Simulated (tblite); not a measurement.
Compound: C₆H₁₁P.
Structure used (GFN2-xTB), in Å, numbered top down from 1:
```
atom  x, y, z in Å
C1     2.0867   -1.3125    0.8294
C2     1.6774   -0.3848   -0.0229
P3     0.8159    1.1287    0.5253
C4     0.1584    1.6495   -1.1548
C5    -1.0074    0.6574   -1.0699
C6    -0.9740    0.4866    0.4552
C7    -1.3152   -0.8745    1.0213
H8     1.8996   -1.2268    1.8880
H9     2.6137   -2.1977    0.5089
H10    1.8978   -0.4711   -1.0811
H11    0.8412    1.5286   -1.9955
H12   -0.1797    2.6860   -1.1240
H13   -1.9555    1.0163   -1.4756
H14   -0.7574   -0.2829   -1.5622
H15   -1.5960    1.2510    0.9333
H16   -2.3506   -1.1241    0.7915
H17   -1.1912   -0.8789    2.1025
H18   -0.6724   -1.6445    0.5989
```

Level: GFN2-xTB in tblite, geometry and Hessian alike; calculated harmonic values, unscaled, isolated species. The method is semi-empirical: single wavenumbers can be off by several per cent or more. One conformer, not necessarily the lowest.

Harmonic wavenumbers (cm⁻¹): 52.3, 116.5, 174.9, 187.7, 223.6, 278.2, 336.4, 407.9, 501.4, 575.1, 633.8, 680.2, 723.3, 792.6, 893.0, 900.9, 928.3, 986.0, 1002.7, 1007.5, 1013.4, 1026.1, 1134.5, 1143.7, 1156.3, 1203.0, 1215.1, 1240.3, 1262.5, 1316.5, 1397.3, 1406.0, 1447.8, 1487.9, 1491.9, 1497.7, 1649.5, 2918.1, 2957.4, 2973.5, 2984.6, 2992.3, 3006.1, 3009.4, 3024.1, 3028.7, 3080.1, 3104.6.

A = 2821, B = 2078, C = 1529 MHz; mass 114.060 u (most abundant isotopes); point group C1, symmetry number 1.

**Question.** Zero-point energy?

**Answer.** Half the sum of the wavenumbers: 33285 cm⁻¹ = 398.18 kJ/mol.

**Question.** Give the ideal-gas entropy at 500 K and 1 bar in the rigid-rotor, harmonic-oscillator model (classical rotation).

**Answer.** Translation 178.68, rotation 123.49, vibration 164.50: S = 466.7 J/(mol K).

**Question.** And Cp and H(500 K) − H(0)?

**Answer.** Cp = 213.73 J/(mol K), of which vibrations give 180.47 (their classical limit is 48 R = 399.1); H(500 K) − H(0) = 60.90 kJ/mol without the zero-point energy, 44.27 from vibrations.

**Question.** How do the functions run with temperature in this model?

**Answer.** 
```
 T (K)  S (J/(mol K))  Cp (J/(mol K))  H − H(0) (kJ/mol)  G − H(0) (kJ/mol)  ln q(vib)
   150          302.4            83.9               8.55             -36.81       1.99
   250          353.4           120.0              18.69             -69.67       3.95
298.15          376.2           139.3              24.93             -87.24       4.92
   400          422.8           179.4              41.19            -127.94       7.02
   600          508.2           242.2              83.74            -221.20      11.27
   900          619.0           303.0             166.27            -390.79      17.53
```

q(vib) and H(0) count from the zero-point level.

**Question.** Which modes carry the vibrational entropy at 500 K?

**Answer.** 52.3 cm⁻¹: 24.07; 116.5 cm⁻¹: 17.44; 174.9 cm⁻¹: 14.11; 187.7 cm⁻¹: 13.54; 223.6 cm⁻¹: 12.12; 278.2 cm⁻¹: 10.38 J/(mol K); the other 42 give 72.84 together.

Hindered rotation and anharmonicity are outside this model. Other conformers, if any are populated, would add a mixing term that is left out. The structure is chiral; the term R ln 2 for an equal mix with its mirror image is left out.
